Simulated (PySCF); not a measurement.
**Ionisation energy of Kr by level of theory**

Kr [Kr] (1S) → Kr⁺ [Ar] 3d10 4s2 4p5 (2P), as a difference of total energies. Computed with PySCF 2.14 in x2c-TZVPPall with one added diffuse shell each of s, p, d type (7s6p5d1f, 57 functions), with scalar relativity by spin-free X2C-1e. Correlated levels: valence: [Ar] 3d10 frozen. The calculations carry no spin-orbit coupling.

```tsv
method	ionisation energy (eV)
UHF	13.055
MP2 (valence)	14.002
SCS-MP2 (valence)	13.917
CCSD (valence)	13.882
CCSD(T) (valence)	13.925
```

Problem. How much does correlation contribute at CCSD(T) (valence)?

Solution. 13.925 − (13.055) = 0.870 eV, measured against UHF.

Errors of the correlated levels include the incompleteness of this basis and the frozen core.

For comparison: 14.222 eV (measured; NIST levels, between the centres of gravity of the two terms).
